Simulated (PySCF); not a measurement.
## Structure elucidation problem

The spectra below were simulated for a compound C₈H₁₆.

¹H NMR (400 MHz, computed): δ 1.59 (m, 2H), 1.59 (m, 2H), 1.52 (m, 1H), 1.14 (m, 2H), 1.05 (m, 1H), 1.02 (m, 2H), 0.97 (m, 3H), 0.68 (m, 1H), 0.62 (m, 2H).

¹³C{¹H} NMR (computed): δ 41.5 (CH), 35.6 (CH2, 2C), 33.6 (CH2), 29.2 (CH2), 29.0 (CH2, 2C), 13.4 (CH3).

[PySCF 2.14.0 with density-fitted response routines: PBE0-D3(BJ)/def2-SVP structure; σ from GIAO-CAM-B3LYP/pcSseg-1; one computed conformer; gas phase; non-relativistic Hamiltonian; one averaged value for each set of equivalent atoms]

Chemical shifts δ = σref − σ; TMS for ¹H (31.33 ppm), ¹³C (182.45 ppm), all at this level.

**Question.** Propose a structure and justify it.

**Answer.** 
1. The formula gives 1 degree of unsaturation (1 ring in the answer).
2. 6 carbon signals for 8 carbons: some carbons are equivalent by symmetry or fast rotation.
3. Carbon types of the structure: 1 × CH, 6 × CH2, 1 × CH3, which accounts for all hydrogens.
4. δC 41.5: sp3 CH in a ring; aliphatic region, no heteroatom directly attached.
5. δC 35.6, 29.2, 29.0: sp3 CH2 in a ring; aliphatic region, no heteroatom directly attached.
6. δC 13.4: methyl carbon; aliphatic region, no heteroatom directly attached.
7. δH 1.59, 1.59, 1.52, 1.14, 1.05, 0.62: hydrogen on an sp3 CH2 in a ring; far from electronegative atoms and π systems.
8. δH 1.02: hydrogen on an sp3 CH2; far from electronegative atoms and π systems.
9. δH 0.97: hydrogen on a methyl carbon; far from electronegative atoms and π systems.
10. δH 0.68: hydrogen on an sp3 CH in a ring; far from electronegative atoms and π systems.

Structure: `InChI=1S/C8H16/c1-2-8-6-4-3-5-7-8/h8H,2-7H2,1H3`.

This is the structure that produced the data.

Shifts are as computed, not scaled to solution data. Of 1211 compounds with measured shifts, 218 miss one by over three times the rms of a fit or turn the order of signals round; such compounds aren't used in these exercises. Multiplicities follow the n + 1 count of equivalent neighbours, as no J values were calculated; m marks all less simple cases, F and P coupling included.
